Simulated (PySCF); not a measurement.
**A small calculation by hand: oscillator strength and radiative lifetime**

Al(F)(Cl)(Me) (CH₃AlClF), SMILES [CH3][Al]([F])[Cl].

Geometry: PBE0-D3(BJ)/def2-SVP.

TDA-LC-ωPBE/def2-SVPD (PySCF) puts the first singlet state with f over 0.02 at 8.01 eV (vertical), with the transition dipole (0.858, -0.347, 0.544) in atomic units.

Problem. Find the oscillator strength, the wavelength and the radiative lifetime that this transition would have in vacuum if emission retraced absorption.

Solution. 
|μ|² = 1.1525 au, so |μ| = 2.73 D. ΔE = 8.01/27.211 = 0.2944 hartree. f = (2/3) ΔE |μ|² = 0.226 (the program prints 0.226).
λ = 1239.84/8.01 = 155 nm; ν = 64605 cm⁻¹.
Einstein's coefficient A = 0.6670 ν² f s⁻¹ (ν in cm⁻¹) = 6.3e8 s⁻¹, so τ = 1/A = 1.6 ns. This state is S2; the lower singlet has f = 0.020. The figure is the radiative limit of this one transition; relaxation, internal conversion, crossing to triplets and a medium change what is measured.
